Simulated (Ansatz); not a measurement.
Basis-set extrapolation for FH$_{6}$NO$_{2}$Si$_{2}$ (`O[SiH](O)N[SiH2]F`) (PBE0-D4/def2-TZVP geometry, frozen core, Ansatz 0.2.0). Multiplicity 1, RHF reference.

```
                      def2-TZVPP   def2-QZVPP
                 HF  -885.390950  -885.425287
    MP2 correlation    -1.179867    -1.278793
CCSD(T) correlation    -1.252690      not run
```

Energies in hartree. Use E(X) = E(∞) + A·exp(−7.88·√X) for Hartree–Fock and E(X) = E(∞) + B·X^(−2.97) for correlation, with X = 3 and 4, and add CCSD(T) minus MP2 of the smaller set to the MP2 limit.

**Question.** What is the CCSD(T) energy at the basis-set limit?

**Answer.** HF limit: -885.425287 + (-0.034337) × 0.13774 = -885.43002. MP2 limit: -1.278793 + (-0.098926) × 0.74074 = -1.35207. Higher-order term: -1.252690 − (-1.179867) = -0.07282. Total: -886.85491 hartree, 5.75 eV below CCSD(T)/def2-TZVPP.
